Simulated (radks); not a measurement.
Task: Coherent X-ray form factor from a spherical all-electron density. Method: Dirac Kohn-Sham, exchange-only LDA, spin-unpolarised, spherical densities, point nucleus; computed with a radial shooting solver on a logarithmic mesh with Libxc functionals.

sin(theta)/lambda (1/angstrom),f0 (electrons)
0.05,65.685
0.1,62.752
0.15,59.414
0.2,55.977
0.25,52.510
0.3,49.128
0.4,43.002
0.5,37.892
0.6,33.634
0.8,26.946
1,22.182
1.25,18.331
1.5,15.896
2,12.371

The species is in the configuration that NIST lists as its ground one. Which atom or ion scatters so?

Result: Neutral holmium, [Xe] 4f11 6s2. Extrapolating in s^2 from the first two rows gives f0(0) = 66.7, near the electron count 67; among species with that count, the fall with angle is slower the higher Z, and the table is that of Z = 67; from so few rows the species is fixed only to a neighbour or two.
